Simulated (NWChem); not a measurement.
boron monoxide dimer (B2O2); SMILES O=BB=O

```xyz
4

O      0.0000     0.0000    -2.0254
B      0.0000     0.0000    -0.8262
B      0.0000     0.0000     0.8262
O      0.0000     0.0000     2.0254
```
Atoms are numbered in this order, from 1.

Computed with NWChem. The geometry was optimised at PBE0/def2-SVP. GIAO values for the isolated, static molecule; σ is the absolute isotropic shielding.

```json
[
 {"level": "Hartree-Fock/cc-pVDZ", "basis functions": "56", "σ O1 (ppm)": "43.6", "σ B2 (ppm)": "103.4", "relative time": "2"},
 {"level": "Hartree-Fock/cc-pVTZ", "basis functions": "120", "σ O1 (ppm)": "19.3", "σ B2 (ppm)": "95.1", "relative time": "8"},
 {"level": "Hartree-Fock/cc-pCVTZ", "basis functions": "172", "σ O1 (ppm)": "18.9", "σ B2 (ppm)": "93.6", "relative time": "20"},
 {"level": "Hartree-Fock/pcSseg-1", "basis functions": "68", "σ O1 (ppm)": "11.1", "σ B2 (ppm)": "91.6", "relative time": "1"},
 {"level": "Hartree-Fock/pcSseg-2", "basis functions": "144", "σ O1 (ppm)": "14.4", "σ B2 (ppm)": "91.8", "relative time": "10"}
]
```

Times are rough ratios from one shared machine.
